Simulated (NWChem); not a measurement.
C2H5FOSi; SMILES [SiH2](C(C)=O)F

```xyz
10

C     -1.4251     1.3475     0.0000
C      0.0306     0.9377     0.0000
O      0.9433     1.7514     0.0000
Si     0.6311    -0.8908     0.0000
F     -0.6137    -1.9273     0.0000
H     -1.9330     0.9304    -0.8797
H     -1.5121     2.4379     0.0000
H     -1.9330     0.9304     0.8797
H      1.4431    -1.1020    -1.2225
H      1.4431    -1.1020     1.2225
```
Atoms are numbered in this order, from 1.

All runs: NWChem. Medium grid unless said otherwise, to which SCAN and Minnesota functionals are sensitive. The geometry was optimised at B3LYP/6-31G* (spherical d). B3LYP is NWChem's, with the RPA form of VWN correlation. Total energies of different functionals are on different scales.

| level | energy (Ha) | highest occupied level (eV) | orbital gap (eV) | dipole (D) |
|---|---|---|---|---|
| PBE/def2-TZVP | -543.5135 | -5.76 | 3.11 | 1.37 |
| B3LYP/def2-TZVP | -543.9717 | -7.02 | 5.23 | 1.41 |
| CAM-B3LYP/def2-TZVP | -543.8619 | -8.66 | 8.36 | 1.44 |
| PBE0/def2-TZVP | -543.5471 | -7.23 | 5.69 | 1.40 |
| r2SCAN/def2-TZVP | -543.7911 | -6.01 | 3.55 | 1.44 |
| BLYP/def2-TZVP | -543.8892 | -5.68 | 3.16 | 1.38 |
